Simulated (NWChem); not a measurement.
System: C₄H₃FOS; SMILES c1(cc(cs1)F)O

```xyz
10

O     -1.1994    -2.1390     0.0000
C     -0.5497    -0.9675     0.0000
C     -1.1391     0.2669     0.0000
C     -0.1541     1.2935     0.0000
F     -0.4930     2.5753     0.0000
C      1.1404     0.8652     0.0000
S      1.1868    -0.8646     0.0000
H     -0.5776    -2.8748     0.0000
H     -2.2145     0.4356     0.0000
H      2.0514     1.4582     0.0000
```
Atoms are numbered in this order, from 1.

Results from NWChem. The geometry was optimised at PBE0/def2-SVP. Total energies of different functionals are on different scales.

| level | energy (Ha) | highest occupied level (eV) | orbital gap (eV) | dipole (D) |
|---|---|---|---|---|
| PBE/def2-SVP | -726.5578 | -5.06 | 4.24 | 2.22 |
| B3LYP/def2-SVP | -727.0954 | … | … | … |
| PBE0/def2-SVP | -726.5959 | -6.28 | 6.24 | 2.28 |
| TPSSh/def2-SVP | -727.1091 | -5.60 | 5.16 | 2.19 |
| Hartree-Fock/def2-SVP | -724.6234 | -8.72 | 12.26 | 2.41 |
| BLYP/def2-SVP | -726.9973 | -4.83 | 4.22 | 2.27 |

**Question.** What belongs in the gaps?

**Answer.** 
- B3LYP/def2-SVP, highest occupied level (eV): -5.98
- B3LYP/def2-SVP, orbital gap (eV): 5.81
- B3LYP/def2-SVP, dipole (D): 2.33
